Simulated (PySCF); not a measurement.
The multiplicity is imposed and other spin states were not computed.

# [Hf(F)3] (charge 0, multiplicity 2)

Method: TPSS-D3(BJ)/def2-TZVP // TPSS-D3(BJ)/def2-SVP in PySCF.

```
Property                                                                        Value
----------------------------------------------  -------------------------------------
highest occupied spin orbital                                                -5.14 eV
dipole moment                                                                  0.00 D
charge on the central atom (Mulliken)                                          1.23 e
spin population on the central atom (Mulliken)                                   1.05
total energy                                                              -9467.81 eV
cost                                            about 6 core-minutes (a rough figure)
```

```xyz
4

Hf     0.0054     0.0597     0.1135
F      1.5202    -0.6858    -0.7966
F     -1.7034     0.1167    -0.7545
F      0.1969     0.7508     1.8917
```
Charge 0, spin multiplicity 2.
